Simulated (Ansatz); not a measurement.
The same path of AlCl2HO + H2 (7 atoms, charge 0, multiplicity 1) was run twice with different band settings. Lost on the way: Al1–Cl2, H6–H7. Made: Al1–H6, Cl2–H7.

Theory: Ansatz, RHF/def2-SVP.

Relaxed end points:

```xyz
7
Properties=species:S:1:pos:R:3
Al -0.020 0.258 0.075
Cl -0.176 0.857 2.074
Cl 1.812 0.410 -0.905
O -1.346 -0.277 -0.781
H -2.255 -0.404 -0.578
H 0.545 -2.574 0.729
H 0.503 -2.305 1.425
```

```xyz
7
Properties=species:S:1:pos:R:3
Al -0.002 -0.774 -0.463
Cl -0.068 -0.247 2.413
Cl 1.786 0.291 -0.813
O -1.440 0.036 -0.788
H -2.340 -0.230 -0.816
H 0.089 -2.318 -0.232
H 1.038 -0.792 2.737
```

Common settings: movable images 7; climbing image yes; optimiser quadratic models (default); start path through a guess of the saddle point; force threshold 0.05 eV/Å; iteration limit 60; end points relaxed.

| run | spring |
| --- | --- |
| 1 | 5.0 eV/Å² |
| 2 | 50.0 eV/Å² |

Question: What does each run give, and how far can it be trusted?

Answer: Run 1: converged after 18 iterations, highest image 1.926 eV above the first end. A vibrational analysis at the climbing image gives one clearly imaginary mode, 1350i cm⁻¹: a first-order saddle point.
Run 2: converged after 18 iterations, highest image 1.926 eV above the first end. Another band between the same ends (7 images) ends at a top of the same energy, where a vibrational analysis finds 1 clearly imaginary mode.
The orbitals stay closed-shell, which can raise the energy where a bond breaks towards radicals; this wasn't checked here.
